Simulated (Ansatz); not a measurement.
Consider the substitution at a C–Ge bond: `[CH3][GeH2][CH2][AlH2]` + `N[SiH2]N` → `N[SiH2]N[CH2][AlH2]` + `[CH3][GeH3]`.

Program: Ansatz. Geometries: PBE0-D4/def2-TZVP. ΔE: electronic, gas phase. CBS: MP2 limit from def2 TZ/QZ plus the TZ coupled-cluster correction, frozen cores. This one scheme is used for every species. For Ge outer-core shells are correlated without core-valence functions, which leaves a few kJ/mol of doubt a bond. Scalar relativity is left out up to krypton. One conformer a species, not always the lowest.

```
                 species  CCSD(T)/CBS(def2) energy (Eh)
`[CH3][GeH2][CH2][AlH2]`                    -2399.64266
              `N[SiH2]N`                     -402.15462
   `N[SiH2]N[CH2][AlH2]`                     -683.99103
           `[CH3][GeH3]`                    -2117.76728
```

Work out ΔE.

ΔE = (-683.99103) + (-2117.76728) − (-2399.64266) − (-402.15462) = 0.03897 Eh = +24.5 kcal/mol.

Largest T1 diagnostic among the species: 0.011.

In def2-TZVPP, CCSD(T) changes the Hartree–Fock value by +5.0 kcal/mol (the triples alone add +0.7 kcal/mol) and MP2 by +6.5 kcal/mol.
